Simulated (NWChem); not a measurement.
System: AgH₃O; SMILES [OH2]->[AgH]

Parts of the log:

```
             Northwest Computational Chemistry Package (NWChem) 7.3.0
             --------------------------------------------------------

 C1  symmetry detected

                             Geometry "geometry" -> ""
                             -------------------------

 Output coordinates in angstroms (scale by  1.889725989 to convert to a.u.)

  No.       Tag          Charge          X              Y              Z
 ---- ---------------- ---------- -------------- -------------- --------------
    1 Ag                  47.0000    -0.00068869    -0.39090094     0.00015720
    2 H                    1.0000     0.02579852    -1.92458399    -0.00544127
    3 O                    8.0000     0.00069584     1.91774808     0.00002476
    4 H                    1.0000    -0.77572517     2.47767499    -0.00116917
    5 H                    1.0000     0.77672852     2.47726843    -0.00097594

 Effective nuclear repulsion energy (a.u.)     129.6655268271

                                Z-matrix (autoz)
                                --------

 Units are Angstrom for bonds and degrees for angles

      Type          Name      I     J     K     L     M      Value
      ----------- --------  ----- ----- ----- ----- ----- ----------
    1 Stretch                  1     2                       1.53392
    2 Stretch                  1     3                       2.30865
    3 Stretch                  3     4                       0.95726
    4 Stretch                  3     5                       0.95671
    5 Bend                     1     3     4               125.76340
    6 Bend                     1     3     5               125.82598
    7 Bend                     2     3     4               126.17190
    8 Bend                     2     3     5               125.41715
    9 Bend                     4     3     5               108.41047
   10 Torsion                  1     3     4     5        -179.86563
   11 Torsion                  1     3     5     4         179.86553
   12 Torsion                  2     1     4     3        -179.12374
   13 Torsion                  2     1     5     3         179.24126

                           NWChem Geometry Optimization
                           ----------------------------

[...]

      ----------------------
      Optimization converged
      ----------------------

  Step       Energy      Delta E   Gmax     Grms     Xrms     Xmax
  ---- ---------------- -------- -------- -------- -------- --------
@    7    -223.84002843 -1.2D-07  0.00006  0.00002  0.00037  0.00081
                                     ok       ok       ok       ok

                                Z-matrix (autoz)
                                --------

 Units are Angstrom for bonds and degrees for angles

      Type          Name      I     J     K     L     M      Value     Gradient
      ----------- --------  ----- ----- ----- ----- ----- ---------- ----------
    1 Stretch                  1     2                       1.60236   -0.00006
    2 Stretch                  1     3                       2.24191   -0.00002
    3 Stretch                  3     4                       0.97294   -0.00002
    4 Stretch                  3     5                       0.97296   -0.00001
    5 Bend                     1     3     4               126.59700    0.00002
    6 Bend                     1     3     5               126.45455   -0.00002
    7 Bend                     2     3     4               126.59793   -0.00001
    8 Bend                     2     3     5               126.45327    0.00001
    9 Bend                     4     3     5               106.94778   -0.00000
   10 Torsion                  1     3     4     5        -179.71764   -0.00001
   11 Torsion                  1     3     5     4         179.71816    0.00001
   12 Torsion                  2     1     4     3        -179.51454    0.00001
   13 Torsion                  2     1     5     3         179.51591   -0.00001

[...]

 Rotational Constants
 --------------------
 A=  13.681331 cm-1  ( 19.683944 K)
 B=   0.195205 cm-1  (  0.280850 K)
 C=   0.192459 cm-1  (  0.276899 K)

 Temperature                      =   298.15K
 frequency scaling parameter      =   1.0000

 Zero-Point correction to Energy  =   17.773 kcal/mol  (  0.028323 au)
 Thermal correction to Energy     =   20.422 kcal/mol  (  0.032544 au)
 Thermal correction to Enthalpy   =   21.014 kcal/mol  (  0.033488 au)

 Total Entropy                    =   65.556 cal/mol-K
   - Translational                =   40.387 cal/mol-K (mol. weight = 125.9235)
   - Rotational                   =   20.669 cal/mol-K (symmetry #  =        1)
   - Vibrational                  =    4.500 cal/mol-K

 Cv (constant volume heat capacity) =   12.143 cal/mol-K
   - Translational                  =    2.979 cal/mol-K
   - Rotational                     =    2.979 cal/mol-K
   - Vibrational                    =    6.184 cal/mol-K

[normal modes left out]

 ----------------------------------------------------------------------------
 Normal Eigenvalue ||           Projected Infra Red Intensities
  Mode   [cm**-1]  || [atomic units] [(debye/angs)**2] [(KM/mol)] [arbitrary]
 ------ ---------- || -------------- ----------------- ---------- -----------
    1     -326.375 ||    0.226876           5.234       221.170      46.045
    2       -0.000 ||    0.015295           0.353        14.911       3.104
    3       -0.000 ||    0.017320           0.400        16.884       3.515
    4       -0.000 ||    0.002296           0.053         2.238       0.466
    5       -0.000 ||    0.003006           0.069         2.930       0.610
    6        0.000 ||    0.003013           0.070         2.937       0.611
    7        0.000 ||    0.000000           0.000         0.000       0.000
    8      289.450 ||    0.003619           0.083         3.528       0.734
    9      313.271 ||    0.000939           0.022         0.915       0.191
   10      401.252 ||    0.068653           1.584        66.926      13.933
   11      480.191 ||    0.114922           2.651       112.031      23.324
   12     1548.668 ||    0.046342           1.069        45.176       9.405
   13     1858.259 ||    0.083622           1.929        81.519      16.971
   14     3721.236 ||    0.028403           0.655        27.688       5.764
   15     3826.133 ||    0.124790           2.879       121.651      25.326
 ----------------------------------------------------------------------------

 ===============================================================================
      Negative Nuclear Hessian Mode    1  Eigenvalue =   -326.37 cm**(-1)
 -------------------------------------------------------------------------------
   Raw step length:  0.484 angstroms ;  The Raw step for this mode is:
    1 Ag                  47.0000     0.00000035     0.00000759    -0.00156592
    2 H                    1.0000     0.00000008     0.00001088    -0.00568703
    3 O                    8.0000    -0.00001310     0.00009287     0.05372208
    4 H                    1.0000     0.00013439    -0.00114689    -0.34072508
    5 H                    1.0000     0.00003641    -0.00114318    -0.34009066

  Geometry after  100.0% step for mode  1; Step length =  0.484 angstroms
   Maximum component (any atom: x,y, or z) displacement:  0.644
    1 Ag                  47.0000     0.01059559    -0.34485159    -0.00213449
    2 H                    1.0000     0.01773581    -1.94718548    -0.01080574
    3 O                    8.0000     0.00069626     1.89712343     0.05445323
    4 H                    1.0000    -0.78282904     2.47248736    -0.34213819
    5 H                    1.0000     0.78076852     2.47745411    -0.34112584

  Geometry after -100.0% step for mode  1; Step length =  0.484 angstroms
   Maximum component (any atom: x,y, or z) displacement:  0.644
    1 Ag                  47.0000     0.01059489    -0.34486678     0.00099735
    2 H                    1.0000     0.01773565    -1.94720724     0.00056833
    3 O                    8.0000     0.00072247     1.89693769    -0.05299092
    4 H                    1.0000    -0.78309783     2.47478115     0.33931196
    5 H                    1.0000     0.78069570     2.47974048     0.33905548

  Geometry after   50.0% step for mode  1; Step length =  0.242 angstroms
   Maximum component (any atom: x,y, or z) displacement:  0.322
    1 Ag                  47.0000     0.01059542    -0.34485539    -0.00135153
    2 H                    1.0000     0.01773577    -1.94719092    -0.00796222
    3 O                    8.0000     0.00070281     1.89707700     0.02759219
    4 H                    1.0000    -0.78289623     2.47306081    -0.17177566
    5 H                    1.0000     0.78075031     2.47802570    -0.17108051

  Geometry after  -50.0% step for mode  1; Step length =  0.242 angstroms
   Maximum component (any atom: x,y, or z) displacement:  0.322
    1 Ag                  47.0000     0.01059507    -0.34486298     0.00021439
    2 H                    1.0000     0.01773569    -1.94720180    -0.00227519
    3 O                    8.0000     0.00071592     1.89698413    -0.02612988
    4 H                    1.0000    -0.78303063     2.47420770     0.16894942
    5 H                    1.0000     0.78071390     2.47916889     0.16901015

  Geometry after   31.1% step for mode  1; Step length =  0.150 angstroms
   Maximum component (any atom: x,y, or z) displacement:  0.200
    1 Ag                  47.0000     0.01059535    -0.34485683    -0.00105498
    2 H                    1.0000     0.01773575    -1.94719298    -0.00688520
    3 O                    8.0000     0.00070529     1.89705941     0.01741822
    4 H                    1.0000    -0.78292169     2.47327801    -0.10724857
    5 H                    1.0000     0.78074342     2.47824220    -0.10667357

  Geometry after  -31.1% step for mode  1; Step length =  0.150 angstroms
   Maximum component (any atom: x,y, or z) displacement:  0.200
    1 Ag                  47.0000     0.01059513    -0.34486154    -0.00008217
    2 H                    1.0000     0.01773570    -1.94719974    -0.00335221
    3 O                    8.0000     0.00071343     1.89700172    -0.01595590
    4 H                    1.0000    -0.78300518     2.47399050     0.10442233
    5 H                    1.0000     0.78072080     2.47895239     0.10460321

  Geometry after   15.5% step for mode  1; Step length =  0.075 angstroms
   Maximum component (any atom: x,y, or z) displacement:  0.100
    1 Ag                  47.0000     0.01059530    -0.34485801    -0.00081177
    2 H                    1.0000     0.01773574    -1.94719467    -0.00600196
    3 O                    8.0000     0.00070733     1.89704498     0.00907469
    4 H                    1.0000    -0.78294256     2.47345613    -0.05433084
    5 H                    1.0000     0.78073776     2.47841975    -0.05385437

  Geometry after  -15.5% step for mode  1; Step length =  0.075 angstroms
   Maximum component (any atom: x,y, or z) displacement:  0.100
    1 Ag                  47.0000     0.01059519    -0.34486037    -0.00032537
    2 H                    1.0000     0.01773572    -1.94719805    -0.00423546
    3 O                    8.0000     0.00071140     1.89701614    -0.00761237
    4 H                    1.0000    -0.78298430     2.47381238     0.05150461
    5 H                    1.0000     0.78072645     2.47877484     0.05178402
```

Level: PBE-D3(BJ)/def2-SVP with def2 effective core potentials on Ag. def2 effective core potentials on Ag; no spin-orbit coupling. The printed entropy takes a lower symmetry number than the molecule has. The optimisation ended at a saddle point (imaginary frequency).

Q: Reconstruct the input file.

A: This is not unique; one that fits is the input that was run:
```
start job
memory heap 200 mb stack 900 mb global 1100 mb
geometry units angstroms
  Ag    -0.279643    -0.152955    -0.060749
  H     -1.598238    -0.891554    -0.322847
  O      1.709383     0.937171     0.369673
  H      2.196094     1.479159    -0.251383
  H      2.188223     0.922442     1.197795
end
basis spherical
  * library def2-svp
end
ecp
  Ag library def2-ecp
end
dft
  xc xpbe96 cpbe96
  disp vdw 4
  iterations 150
end
driver
  maxiter 120
end
task dft optimize
dft
  grid fine
  convergence energy 1d-8 density 1d-7
end
task dft freq numerical
```
